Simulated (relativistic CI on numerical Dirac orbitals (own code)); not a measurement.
**Co3+ in a cubic cluster: L2,3 absorption with charge transfer**

Computed with a charge-transfer multiplet model of a cubic metal-ligand cluster with up to 2 ligand holes, Slater and spin-orbit integrals from Dirac-Coulomb-Breit ions, Slater integrals scaled by 0.8. The parameters are those of a tetrahedral site (10Dq negative, t2 hopping the larger). The ground state mixes d6 with configurations of k ligand holes L, whose averages lie at kΔ + k(k − 1)U_dd/2; a core hole lowers each added d electron by U_cd. 20 K, Lorentzian 0.4 eV and Gaussian 0.3 eV FWHM.

Atomic integrals in eV (Slater integrals scaled, ζ unscaled), ground: F2dd 10.085, F4dd 6.299, zeta_d 0.071; with the core hole: F2dd 10.695, F4dd 6.685, zeta_d 0.093, zeta_core 9.664, F2cd 6.345, G1cd 4.816, G3cd 2.738.

Cluster parameters (eV): Δ = -0.7, U_dd = 7.4, 10Dq = -0.3, 10Dq(ligand) = 0, V(eg) = 0.8, V(t2g) = -1.36, final-state hopping factor = 0.9.

```
          Case   n_d    d6   d7L  d8L2     S
 U_cd = 6.8 eV  6.52  0.51  0.46  0.03  2.00
 U_cd = 8.6 eV  6.52  0.51  0.46  0.03  2.00
 U_cd = 9.2 eV  6.52  0.51  0.46  0.03  2.00
 U_cd = 9.8 eV  6.52  0.51  0.46  0.03  2.00
U_cd = 10.4 eV  6.52  0.51  0.46  0.03  2.00
```

Weights, n_d and S are thermal averages at 20 K. Photon energies count from the first peak over 30 % of the highest in each spectrum, which can be another peak from case to case. The parameters are a model scan and need not match a compound or its usual spin state. Peaks in eV (height, largest 100):
- U_cd = 6.8 eV: 0.0 (100), 0.6 (79), 1.9 (29), 4.3 (11), 15.5 (36), 17.7 (7)
- U_cd = 8.6 eV: 0.0 (100), 3.4 (15), 4.9 (12), 15.3 (37), 17.9 (10)
- U_cd = 9.2 eV: 0.0 (100), 3.5 (20), 5.0 (15), 15.2 (37), 17.8 (11), 18.8 (5)
- U_cd = 9.8 eV: 0.0 (100), 3.7 (22), 5.3 (19), 6.6 (6), 15.2 (37), 17.7 (11), 19.0 (6), 20.4 (5)
- U_cd = 10.4 eV: 0.0 (100), 0.8 (69), 3.7 (21), 4.5 (25), 5.3 (25), 7.4 (7), 8.7 (6), 15.1 (39), 17.7 (11), 18.8 (5), 19.7 (7), 20.6 (8)

For the case U_cd = 8.6 eV, Δ = -0.7 eV is smaller than U_dd = 7.4 eV, the charge-transfer side of the Zaanen-Sawatzky-Allen scheme (negative Δ: between configuration averages a ligand hole costs less than the nominal valence; multiplet and field energies can change this for the lowest states). With the core hole the configuration with one ligand hole lies at Δ + U_dd − U_cd = -0.1, -1.9, -2.5, -3.1, -3.7 eV from the one without, in the order of the table; where this is negative the screened configuration lies lower, though the effective hopping of about 2.1 eV (from the holes of the mixed ground state) mixes the two strongly wherever it is as large as the gap.
